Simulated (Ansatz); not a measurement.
Z-matrix (Å, degrees):
```
Si
N 1 1.719
O 1 1.645 2 114.1
H 1 1.485 2 105.4 3 122.5
H 1 1.480 2 110.9 3 -115.8
Si 2 1.727 1 129.0 3 -111.1
H 2 1.012 1 115.4 3 69.3
H 3 0.958 1 117.5 2 60.5
H 6 1.484 2 107.5 1 9.1
H 6 1.489 2 112.6 1 -111.1
H 6 1.489 2 110.9 1 128.8
```

The species carries charge 0 and has multiplicity 1.

Question: List the r2SCAN/def2-TZVPP orbital energies in eV (the Gaussian-basis code of Ansatz). (An estimate is asked.)

Answer: Ansatz gave: Occupied: -1791.53, -1791.23, -515.78, -384.98, -141.86, -141.65, -96.73, -96.72, -96.70, -96.52, -96.50, -96.49, -26.39, -22.24, -14.51, -13.87, -12.66, -10.78, -9.93, -9.68, -8.96, -8.76, -8.27, -7.77, -6.72. Lowest empty: -0.23, 0.37, 1.05, 1.39, 1.52, 1.68, 2.09, 2.33.
